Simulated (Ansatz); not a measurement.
Ansatz results at the PBE0-D4/def2-TZVP geometry: LUMO energy (PBE/def2-TZVPP) -0.56 eV; HOMO–LUMO gap (ωB97M-V/def2-TZVPP) 12.39 eV; size of the dipole moment (ωB97M-V/def2-TZVPP) 1.36 D.

Each molecule was computed in one conformer, which needn't be the lowest.

Which molecule gave them?
A. `[OH][AlH][SiH2]P`
B. `C1COC1`
C. `C[SiH](C)CCl`
D. `BOCCO`

C. The others give `[OH][AlH][SiH2]P`: -2.23, 8.99, 1.90; `BOCCO`: -1.48, 11.95, 1.60; `C1COC1`: 0.57, 12.38, 1.92.
